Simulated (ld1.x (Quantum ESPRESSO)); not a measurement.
# Before and after: TM potential for rubidium

- Element: Rb
- Generator: ld1.x (Quantum ESPRESSO) 7.5
- Type: norm-conserving Troullier–Martins (Kleinman–Bylander form)
- Functional: PBEsol
- Relativity: fully relativistic
- Frozen core: [Kr]
- Valence charge: 1
- Reference configuration: 4d1 5s0 5p0
- Partial waves: 5s (bound, empty): rc 3.50 bohr; 4d (bound): rc 4.20 bohr; 5p (bound, empty): rc 3.50 bohr
- Local potential: the p channel
- Core correction: Bessel-smoothed model core, default radius (core density twice the valence density)

Open shells are filled in proportion to 2j + 1 (rel_dist='average').

Change: wave 4d (bound): rc 4.20 bohr becomes 4d (bound): rc 4.38 bohr.

Cutoffs: the cutoffs (Ry, on a coarse ladder) from which the occupation-weighted sum of valence levels, in a spherical-Bessel basis at the reference potential, stays within 10 and 1 mRy of its value at 400 Ry; they do not see the model core or the augmentation charge, which bear on the density cutoff. Errors are all-electron minus pseudo energies relative to the spin-unpolarised reference configuration.

How do hardness, ghosts and transferability respond?

Both files are so soft that the ladder of cutoffs tells neither apart; both files keep a bound ghost (s); of the 4 tests that both files solve, the error grows in 0 and shrinks in 2 by more than 15 % and 0.3 meV (median size 0.6 → 0.4 meV).

| quantity | base | changed |
| --- | --- | --- |
| cutoff, loose | 6 Ry | 6 Ry |
| cutoff, tight | 8 Ry | 8 Ry |
| bound ghosts | s | s |
| error for 4d0 5s1 5p0, meV [ΔE -2.21 eV] | +0.6 | +0.1 |
| error for 4d0 5s0.5 5p0, meV [ΔE -0.65 eV] | +0.6 | +0.6 |
| error for 4d0 5s0 5p1, meV [ΔE -0.72 eV] | -2.5 | -2.0 |
| error for 4d0.5 5s0.5 5p0, meV [ΔE -1.10 eV] | +0.3 | +0.2 |

Base: These tests converged, but a pseudo level misses the all-electron one widely, so the file describes the atom poorly there or has found another state: 4d0 5s1 5p0: empty 4d by 15.2 eV. Changed file: These tests converged, but a pseudo level misses the all-electron one widely, so the file describes the atom poorly there or has found another state: 4d0 5s1 5p0: empty 4d by 15.2 eV. A true bound ghost makes a file unfit for plane-wave use even where its test errors are small: the radial tests pick states by their node count and pass the ghost by.
